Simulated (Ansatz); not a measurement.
The molecule CaH, multiplicity 2 (the spin of the measured ground state). No spin–orbit coupling. Ca is treated without relativity.

D_e counts from the fitted minimum to each atom's lowest state at the same level, without counterpoise.

Correlated levels freeze the inner cores; with def2 sets outer-core shells near the valence are correlated too.

Run with Ansatz (Gaussian basis) for Hartree–Fock, density functionals and correlated methods. 

```
level               bond energy D_e (kJ/mol)
------------------  ------------------------
SVWN5/def2-TZVPP                       208.5
r2SCAN/def2-TZVPP                      210.5
B97M-V/def2-TZVPP                      207.6
B3LYP/def2-TZVPP                       188.4
PBE0/def2-TZVPP                        183.9
BHLYP/def2-TZVPP                       180.9
wB97X-V/def2-TZVPP                     192.6
CCSD(T)/def2-TZVPP                     158.5
CCSD(T)/def2-QZVPP                       [?]
```

**Question.** What belongs in the gaps?

**Answer.** 
- CCSD(T)/def2-QZVPP, bond energy D_e (kJ/mol): 170.5

Ansatz is a first-principles code.
